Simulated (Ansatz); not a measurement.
`N[Si](N)(Cl)Br` + `C=C[Si](O)(Cl)O[SiH3]` → `C=C[Si](N)(N)Br` + `O[Si](Cl)(Cl)O[SiH3]`  (redistribution)

Calculated with Ansatz (gas phase, PBE0-D4/def2-TZVP geometries, no zero-point term in ΔE). CCSD(T)/CBS is the MP2 limit (def2-TZVPP, def2-QZVPP) plus CCSD(T) − MP2 in def2-TZVPP, frozen cores. For Br outer-core shells are correlated without core-valence functions, which leaves a few kJ/mol of doubt a bond. Scalar relativity is left out up to krypton. One conformer a species, not always the lowest.

| species | MP2/def2-QZVPP energy (Eh) |
| --- | --- |
| `N[Si](N)(Cl)Br` | -3433.80616 |
| `C=C[Si](O)(Cl)O[SiH3]` | -1268.60503 |
| `C=C[Si](N)(N)Br` | -3051.85840 |
| `O[Si](Cl)(Cl)O[SiH3]` | -1650.54981 |

Task: Work out ΔE.

Result: ΔE = (-3051.85840) + (-1650.54981) − (-3433.80616) − (-1268.60503) = 0.00298 Eh = +7.8 kJ/mol. CCSD(T)/CBS gives +8.5 kJ/mol.

Largest T1 diagnostic among the species: 0.011.
